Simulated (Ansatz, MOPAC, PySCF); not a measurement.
C2H2 (SMILES C#C) and CH4O (SMILES CO) are pulled apart as rigid monomers along the line of their centres of mass, from the B3LYP-D3(BJ)/def2-TZVP minimum. Starting geometry (charge 0, multiplicity 1):
```xyz
10

C      0.34100     0.38004     0.13680
C     -0.40150    -0.53759     0.33835
H      0.99741     1.19485    -0.05179
H     -1.05680    -1.35444     0.52285
C      0.01969     0.28764     4.05546
O      0.78028    -0.69646     3.37440
H      0.44520     1.29156     3.94246
H      0.03254     0.02796     5.11355
H     -1.02289     0.31215     3.71842
H      0.74396    -0.50689     2.42905
```

Interaction energies with rigid monomers; basis-set methods are counterpoise corrected unless marked otherwise.

Rows in 6-31G* carry no dispersion term and start afresh at each structure (6-31G* with six Cartesian d functions). The state reached by AM1 isn't checked.

The values were computed with Ansatz (a quantum-chemistry and plane-wave program) with Gaussian orbitals; MOPAC for AM1 (differences of heats of formation); PySCF for 6-31G* rows, the dispersion terms. 

```tsv
C2···H10 (Å)	AM1 (kcal/mol)	PBE/def2-TZVPPD (kcal/mol)	r2SCAN/def2-TZVPPD (kcal/mol)	B3LYP/6-31G* (no counterpoise) (kcal/mol)	B3LYP-D3(BJ)/def2-TZVPPD (kcal/mol)
2.16	___	-1.75	-2.28	-2.43	-2.45
2.38	-0.48	-2.37	-2.79	-3.13	___
2.72	-0.51	-2.11	-2.34	-2.73	-2.62
3.29	-0.19	-1.23	-1.27	-1.50	-1.46
4.22	-0.12	-0.46	-0.45	-0.44	-0.52
```

### Question
Some entries are withheld; supply them.

### Answer

- 2.16, AM1 (kcal/mol): 1.09
- 2.38, B3LYP-D3(BJ)/def2-TZVPPD (kcal/mol): -3.05
